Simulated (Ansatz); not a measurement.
Stepwise reaction of `[NH]=[V]([OH])([OH])[OH]` with ammonia, as a gas-phase model of exchange steps in deposition or etching. ΔE in kJ/mol.

Computed with Ansatz on PBE0-D4/def2-TZVP structures; ΔE is electronic, products minus reactants. CCSD(T)/CBS adds triple-zeta CCSD(T) − MP2 to the extrapolated MP2 energy (def2 sets, frozen cores). This one scheme is used for every species. Functionals use def2-TZVPP. B3LYP here is the variant with VWN-RPA as its local correlation; programs differ in this. For V outer-core shells are correlated without core-valence functions, which leaves a few kJ/mol of doubt a bond. Scalar relativity is left out up to krypton. Each species was taken in one conformer, which may not be the lowest.

```csv
step,reaction,PBE-D4,B3LYP-D4,ωB97M-V,CCSD(T)/CBS
2,`[NH]=[V]([NH2])([OH])[OH]` + NH₃ → `[NH]=[V]([NH2])([NH2])[OH]` + H₂O,52.7,51.9,51.5,45.4
3,`[NH]=[V]([NH2])([NH2])[OH]` + NH₃ → `[NH]=[V]([NH2])([NH2])[NH2]` + H₂O,52.2,51.8,51.0,44.8
```

(1) Give the row of step 1, `[NH]=[V]([OH])([OH])[OH]` + NH₃ → `[NH]=[V]([NH2])([OH])[OH]` + H₂O. (Estimate.)

(2) By hand: ΔE of the 3 steps together at CCSD(T)/CBS.

Results:

(1) Ansatz gave: 
| step | reaction | PBE-D4 | B3LYP-D4 | ωB97M-V | CCSD(T)/CBS |
| --- | --- | --- | --- | --- | --- |
| 1 | `[NH]=[V]([OH])([OH])[OH]` + NH₃ → `[NH]=[V]([NH2])([OH])[OH]` + H₂O | 34.6 | 33.5 | 33.0 | 25.9 |

(2) (25.9) + (45.4) + (44.8) = 116.1 kJ/mol, or 38.7 kJ/mol a step.

In ΔE step 1 is the lowest and step 2 the highest. All are uphill at CCSD(T)/CBS. PBE-D4 differs from CCSD(T)/CBS by 7.3 to 8.7 kJ/mol a step. Isolated molecules leave out the surface, adducts and barriers. Largest T1 diagnostic: 0.032.
